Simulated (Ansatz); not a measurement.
Cost and result for the atomization energy of C2H8SiTe (`C[SiH2][Te]C`) (12 atoms, 11 bonds).

Cartesian coordinates in Å:
```
C 1.835 -0.086 -0.139
Si 0.509 -0.885 0.910
Te -1.604 -1.278 -0.345
C -1.995 0.813 -0.666
H 1.501 0.885 -0.513
H 2.743 0.073 0.450
H 2.079 -0.716 -0.996
H 0.221 -0.024 2.091
H 0.936 -2.228 1.384
H -1.233 1.239 -1.314
H -2.025 1.329 0.291
H -2.967 0.878 -1.150
```

The species carries charge 0 and has multiplicity 1. Correlated methods include outer-core shells of Te, which these sets cover unevenly. Te takes the def2 core potential. All single points use the PBE0-D4/def2-TZVP geometry. It is one conformer, not always the lowest. Program: Ansatz. All runs use 4 threads of an Intel Xeon 6975P-C on a shared host. Times are those of one run each, without the atoms' runs, and a repeat can differ threefold. Electronic energies, without spin–orbit coupling; frozen cores. CCSD(T)/CBS adds CCSD(T) − MP2 in def2-TZVPP to the MP2 limit, and its time is that of the two runs behind it. T1 = 0.010. With those shells the extrapolation isn't a true limit. HSE06 is the plane-wave form, built on full-range PBE exchange.

CCSD(T)/CBS is a level of theory with its own doubt, some kJ/mol a heavy atom from the limit and from the frozen cores, so smaller differences don't rank the functionals.

```csv
level,functions,wall time,atomization (kJ/mol),difference from CCSD(T)/CBS,per bond
revPBE-D4/def2-TZVPP,266,1.2 s,4008.8,-61.9,-5.6
BLYP-D4/def2-TZVPP,266,1.3 s,4022.4,-48.3,-4.4
PBE-D4/def2-TZVPP (with forces),266,1.6 s,4082.0,11.3,1.0
PBE0-D4/def2-TZVPP,266,1.8 s,4048.8,-21.9,-2.0
BHLYP-D4/def2-TZVPP,266,1.9 s,3981.3,-89.4,-8.1
HSE06-D4/def2-TZVPP,266,2 s,4050.4,-20.3,-1.8
CAM-B3LYP-D4/def2-TZVPP,266,2.2 s,4054.3,-16.4,-1.5
r2SCANh-D4/def2-TZVPP,266,2.7 s,4039.1,-31.6,-2.9
PBE-QIDH/def2-TZVPP,266,3.5 s,4025.0,-45.7,-4.1
CCSD(T)/def2-SVP,112,3.7 s,3814.3,-256.4,-23.3
MP2/def2-QZVPP,506,15 s,4034.5,-36.2,-3.3
CCSD(T)/def2-TZVPP,266,58 s,3961.8,-108.9,-9.9
CCSD(T)/CBS(def2),–,73 s,4070.7,0.0,0.0
```

From BLYP to BHLYP (50 % exact exchange), in def2-TZVPP and without D4, the atomization energy moves by −19.8 kJ/mol: exact exchange takes away binding that semilocal exchange gives to molecules. Leaving LDA and LC-ωPBE aside and taking each functional with its dispersion term where it has one, the values spread over 100.7 kJ/mol, from BHLYP-D4 to PBE-D4. LDA lies +487.5 kJ/mol from PBE without D4, its usual overbinding. At CCSD(T), def2-SVP lies −256.4 kJ/mol from the extrapolated value and def2-TZVPP −108.9 kJ/mol: correlation converges slowly with the basis, and small sets miss more of it in the bonded molecule than in its fragments.

Spin–orbit coupling would lower the free Te atoms strongly, and the atomization energy with them, by more than many differences here.
